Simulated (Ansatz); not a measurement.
MoI4⁻. Charge -1, multiplicity 2. Geometry r2SCAN-D4/def2-SVP, that of the neutral triplet; atoms count from 1.

```xyz
5

Mo    0.000    0.000    0.000
I    -0.663    0.129    2.499
I    -1.940    0.904   -1.455
I     0.483   -2.462   -0.639
I     2.121    1.428   -0.405
```

In the def2 sets I, Mo take a core potential; there is no spin–orbit coupling. The charge -1 doublet is spin-contaminated (final ⟨S²⟩ up to 1.27, 0.75 for a pure state). At PBE0-D4/def2-TZVPD a quartet of charge -1 lies 0.25 eV below the doublet at the same geometry.

Question: Estimate the Mulliken populations from the PBE0/def2-TZVPD orbitals of Ansatz.

Answer: 
```csv
atom,charge (e),spin (α − β),d electrons
Mo1,0.02,0.98,4.62
I2,-0.26,0.05,–
I3,-0.25,-0.04,–
I4,-0.26,0.05,–
I5,-0.25,-0.04,–
```
Mulliken values and Mayer orders depend strongly on the basis. With diffuse functions, as here, like atoms can get unlike values, and bond orders can come out too low or too high.

Question: Where does the spin sit?

Answer: Summed by element: Mo 0.98, I 0.02, of 1 unpaired in all. Largest on single atoms: Mo1 0.98, I2 0.05, I4 0.05.

Question: And the Mayer bond orders between bonded heavy atoms (over 0.3)?

Answer: Mo1–I2 1.24 (2.59 Å); Mo1–I3 1.24 (2.59 Å); Mo1–I4 1.24 (2.59 Å); Mo1–I5 1.24 (2.59 Å).
